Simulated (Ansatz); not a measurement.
A made-up structure of LiBNH₃Te, singlet:

Li1  (-0.891, 1.702, -0.468)
Te2  (1.352, 0.673, -1.122)
N3  (0.402, -1.096, -0.383)
B4  (0.001, -0.182, 0.667)
H5  (-0.317, -1.299, -1.070)
H6  (-1.139, 0.326, 0.671)
H7  (0.791, -1.937, 0.045)
(Å)

It is relaxed with PBE-D4/def2-SVP and then PBE0-D4/def2-TZVP (Ansatz 0.2.0). Atoms count as bonded within 1.22 times the sum of their covalent radii (H–H: 0.88 Å). The end point is not checked to be a true minimum.

(1) Does its bonding change? (A judgement: the text doesn't fix the answer.)

## Answers

(1) By the calculation: Yes. Formed: none; broken: Te2–N3.

Where it ends: The first stage lowers the energy by 4.96 eV in 12 steps. It ends as LiBNH₃Te ([NH2][B]12[H][Li]1[Te]2):
```
7
angstrom
Li -0.7038 2.0755 -0.0783
Te 1.5887 1.3422 -0.5654
N 0.1135 -1.4618 -0.2569
B 0.0163 -0.0724 -0.2342
H -0.6639 -2.0779 -0.0930
H -1.1361 0.3128 0.0107
H 0.9833 -1.9315 -0.4421
```

Labels in which every atom is bracketed show which atoms are joined, not bond orders.

For scale, one of the runs: PBE0-D4/def2-TZVP relaxation, 144 basis functions, launched by `ansatz run in.yaml --threads 2 --pin off --events-out ev --progress --plain --max-ram 4352MiB`. Hardware: 2 CPU threads of an Arm Neoverse V2, shared host. Wall time about 23 s.
